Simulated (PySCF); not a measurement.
Cartesian coordinates (Å):
```xyz
11

C     -0.5657     0.7987     0.0074
C     -0.7661    -0.7245     0.0278
N      0.5992    -0.8747    -0.5007
C      0.9371     0.4824    -0.0425
H     -0.9359     1.3706     0.8566
H     -0.9218     1.2473    -0.9200
H     -0.8938    -1.1027     1.0513
H     -1.5516    -1.1469    -0.6041
H      1.1473    -1.6249    -0.1002
H      1.5596     1.0578    -0.7325
H      1.3917     0.5169     0.9570
```
Charge 0, multiplicity 1.

Task: Give the HOMO, dipole moment, HOMO–LUMO gap, total energy and LUMO at the level PBE0-D3(BJ)/def2-TZVP in PySCF.

Result: 
```yaml
HOMO: -6.48 eV
dipole_moment: 1.24 D
HOMO–LUMO gap: 7.72 eV
total_energy: -4710.31 eV
LUMO: 1.24 eV
```
